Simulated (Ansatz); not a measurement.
Ansatz (a quantum-chemistry and plane-wave program) input (B3LYP-D3(BJ)/def2-TZVP):

Ansatz 0.2 input:
```yaml
crystal:
  periodic: [false, false, false]
  atoms:
    - {symbol: C, position_ang: [0.02682938, -0.02366152, 0.42201209]}
    - {symbol: I, position_ang: [1.01156536, 1.54424265, -0.24832423]}
    - {symbol: I, position_ang: [-1.01975290, -1.55892594, -0.22974564]}
basis:
  gaussian:
    orbitals: def2-TZVP
hamiltonian:
  xc: b3lyp
  dispersion: d3bj
total_charge: 1
magnetization: {spin_polarized: true, initial_magnetization: 1}
relax: {f_tol: 0.002, max_steps: 150}
```

End of the output:

```
reference -17233.30653050 eV, -633.3123338413 hartree; 28, 27 occupied and 103, 104 virtual orbitals, 1002 factors
relax step   2: F+E_penalty+E_count = -17233.50575597 eV  Δ(F+E_penalty+E_count) = -5.456e-3 eV  max|allowed force component| = 4.145e-2 eV/Å  Δτ_max = 0.0201 Å  (45 SCF iters, accepted)
these checks for a lower state are left out or cut short: starts, cluster_reference, orbital_swaps, neighbouring_geometries, increment
integrals: 0.05 GiB planned
1002 factors; their error is unknown
mean field: 0.67 GiB planned
mean field -17233.30693542 eV, -633.3123487218 hartree, gradient 2.0e-5 eV, S^2 0.759735; 0 other end points of the search recorded, 0 dependent functions left out
the calculation of the forces begins
reference -17233.30714346 eV, -633.3123563672 hartree; 28, 27 occupied and 103, 104 virtual orbitals, 1002 factors
relax step   3: F+E_penalty+E_count = -17233.50585806 eV  Δ(F+E_penalty+E_count) = -1.021e-4 eV  max|allowed force component| = 5.652e-2 eV/Å  Δτ_max = 0.0182 Å  (42 SCF iters, accepted)
these checks for a lower state are left out or cut short: starts, cluster_reference, orbital_swaps, neighbouring_geometries, increment
integrals: 0.05 GiB planned
1002 factors; their error is unknown
mean field: 0.67 GiB planned
mean field -17233.30710500 eV, -633.3123549537 hartree, gradient 1.2e-5 eV, S^2 0.759834; 0 other end points of the search recorded, 0 dependent functions left out
the calculation of the forces begins
reference -17233.30731312 eV, -633.3123626019 hartree; 28, 27 occupied and 103, 104 virtual orbitals, 1002 factors
relax step   4: F+E_penalty+E_count = -17233.50616414 eV  Δ(F+E_penalty+E_count) = -3.061e-4 eV  max|allowed force component| = 7.408e-4 eV/Å  Δτ_max = 0.0084 Å  (43 SCF iters, accepted)
integrals: 0.05 GiB planned
1002 factors; their error is unknown
mean field: 0.67 GiB planned
mean field evaluation 64: about -17232.8601 eV, gradient 2.4e-1 eV
mean field -17233.30710500 eV, -633.3123549537 hartree, gradient 1.1e-5 eV, S^2 0.759834; 2 other end points of the search recorded, 0 dependent functions left out
the calculation of the forces begins
reference -17233.30731312 eV, -633.3123626019 hartree; 28, 27 occupied and 103, 104 virtual orbitals, 1002 factors
Total energy: -17233.50637226 eV, -633.3196778902 hartree
Atom 0 at     0.026667    -0.023555     0.418333 Å, force    -0.000011     0.000025    -0.000431 eV/Å
Atom 1 at     1.003398     1.531588    -0.246406 Å, force    -0.000471    -0.000741     0.000223 eV/Å
Atom 2 at    -1.011423    -1.546378    -0.227985 Å, force     0.000482     0.000716     0.000208 eV/Å
Dipole moment:    -0.005693     0.002997    -0.121624 e Å
```
